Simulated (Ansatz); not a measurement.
Isolated molecules relaxed with PBE0-D4/def2-TZVP in Ansatz; ΔE leaves out vibrations. CCSD(T)/CBS adds triple-zeta CCSD(T) − MP2 to the extrapolated MP2 energy (def2 sets, frozen cores). DFT in def2-TZVPP. B3LYP here is the variant with VWN-RPA as its local correlation; programs differ in this. HSE06 is defined as in plane-wave codes. Each species was taken in one conformer, which may not be the lowest.

Consider the isomerisation: `OC[SiH2]S` → `OCS[SiH3]`.

| level | ΔE (kcal/mol) | difference from CCSD(T)/CBS |
| --- | --- | --- |
| LDA (SPW92) | 5.9 | -1.4 |
| PBE-D4 | 5.7 | -1.6 |
| revPBE-D4 | 5.2 | -2.1 |
| BLYP-D4 | 6.0 | -1.3 |
| r2SCAN-D4 | 6.4 | -0.9 |
| PBE0-D4 | 6.6 | -0.7 |
| B3LYP-D4 | 6.8 | -0.5 |
| r2SCANh-D4 | 6.7 | -0.6 |
| HSE06-D4 | 6.6 | -0.7 |
| BHLYP-D4 | 7.7 | 0.4 |
| CAM-B3LYP-D4 | 7.7 | 0.4 |
| ωB97M-V | 7.7 | 0.4 |
| B2PLYP | 7.1 | -0.2 |
| PBE-QIDH | 7.2 | -0.1 |
| PBE | 5.8 | -1.5 |
| revPBE | 5.7 | -1.6 |
| BLYP | 6.2 | -1.1 |
| PBE0 | 6.7 | -0.6 |
| B3LYP | 6.9 | -0.4 |
| r2SCANh | 6.7 | -0.6 |
| r2SCAN0 | 7.0 | -0.3 |
| HSE06 | 6.6 | -0.7 |
| BHLYP | 7.7 | 0.4 |
| CAM-B3LYP | 7.7 | 0.4 |
| LC-ωPBE | 8.1 | 0.8 |
| RPA@PBE/def2-TZVPP | 7.1 | -0.2 |
| HF/def2-SVP | 9.0 | 1.7 |
| MP2/def2-SVP | 7.4 | 0.1 |
| CCSD/def2-SVP | 7.8 | 0.5 |
| CCSD(T)/def2-SVP | 7.2 | -0.1 |
| HF/def2-TZVPP | 7.9 | 0.6 |
| MP2/def2-TZVPP | 7.4 | 0.1 |
| SCS-MP2/def2-TZVPP | 7.2 | -0.1 |
| CCSD/def2-TZVPP | 8.0 | 0.7 |
| CCSD(T)/def2-TZVPP | 7.4 | 0.1 |
| HF/def2-QZVPP | 7.8 | 0.5 |
| MP2/def2-QZVPP | 7.3 | 0.0 |
| SCS-MP2/def2-QZVPP | 7.2 | -0.1 |
| MP2/CBS(def2) | 7.2 | -0.1 |
| CCSD/CBS(def2) | 7.9 | 0.6 |
| CCSD(T)/CBS | 7.3 | 0 |

Largest T1 diagnostic among the species: 0.012.

From PBE to PBE0 (25 % exact exchange), in def2-TZVPP and without D4, ΔE moves by +0.9 kcal/mol. Leaving LDA and LC-ωPBE aside and taking each functional with its dispersion term where it has one, the values spread over 2.5 kcal/mol, from revPBE-D4 to ωB97M-V.
